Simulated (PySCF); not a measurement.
# Ionisation energy of As⁺ by level of theory

As⁺ [Ar] 3d10 4s2 4p2 (3P) → As²⁺ [Ar] 3d10 4s2 4p1 (2P), as a difference of total energies. All numbers are calculated (PySCF 2.14, the spin-free X2C one-electron Hamiltonian (Gaussian nucleus), in aug-cc-pVDZ-DK (6s5p3d, 36 functions)). Correlated levels: valence: [Ar] 3d10 frozen. The calculations carry no spin-orbit coupling.

Problem. Order these methods by the ionisation energy they give, lowest first.
A. MP2 (valence)
B. M06-2X
C. MN15
D. CCSD (valence)

Solution. A (18.240 eV), D (18.269 eV), B (18.357 eV), C (18.637 eV).

The reference lies between the lowest fine-structure levels, while these numbers refer to the centres of the terms.

Errors of the correlated levels include the incompleteness of this basis and the frozen core.

For comparison: 18.589 eV (measured; NIST Atomic Spectra Database, ionization energies).
